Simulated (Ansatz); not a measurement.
Molecule: difluoroboranylsilane, sum formula BSiH$_{3}$F$_{2}$, charge 0, multiplicity 1. SMILES: FB(F)[SiH3]
Geometry from a B3LYP-D3(BJ)/def2-TZVP (Ansatz, a first-principles code) optimisation:
```xyz
7

F      1.3008     1.1169    -0.1169
B      0.5869     0.0083     0.0016
F      1.2739    -1.1170     0.1334
Si    -1.4476     0.0010    -0.0095
H     -1.9247    -0.8963    -1.0885
H     -1.9832     1.3635    -0.2245
H     -1.9336    -0.5219     1.2898
```

Property: atomisation energy (electronic, to ground-state atoms), in kcal/mol. Correlated levels leave the core frozen unless marked. UHF or UKS for open shells. Spin-orbit coupling is left out. Non-relativistic unless marked X2C. The coupled-cluster limit lacks core correlation, which all-electron functionals hold. CBS(X,Y): correlation extrapolated as X^-3; Hartree-Fock from the larger set (for Q and 5 zeta extrapolated as (X+1)exp(-9√X)).

```tsv
level	program	atomisation energy (kcal/mol)
r2SCAN-D3(BJ)/def2-TZVPD	Ansatz + dftd3	616.9
B97M-V/def2-TZVPD	Ansatz	?
B3LYP-D3(BJ)/def2-TZVPD	Ansatz + dftd3	?
PBE0/6-31G*	Ansatz	?
PBE0-D3(BJ)/def2-TZVPD	Ansatz + dftd3	609.4
PBE0/def2-TZVP	Ansatz	607.9
HSE06/def2-TZVPD	Ansatz	607.9
LC-wPBE-D3(BJ)/def2-TZVPD	Ansatz + dftd3	?
B2GP-PLYP/def2-TZVPD	Ansatz	607.2
CCSD/6-31G	Ansatz	492.9
CCSD/cc-pV(Q+d)Z	Ansatz	601.0
X2C-CCSD(T)/cc-pVTZ-DK	Ansatz	597.6
CCSD(T)/CBS(cc-pV(Q+d)Z,cc-pV(5+d)Z)	Ansatz	613.9
```

### Question
Complete the blanks.

### Answer

- B97M-V/def2-TZVPD, atomisation energy (kcal/mol): 616.1
- B3LYP-D3(BJ)/def2-TZVPD, atomisation energy (kcal/mol): 613.1
- PBE0/6-31G*, atomisation energy (kcal/mol): 610.8
- LC-wPBE-D3(BJ)/def2-TZVPD, atomisation energy (kcal/mol): 615.4
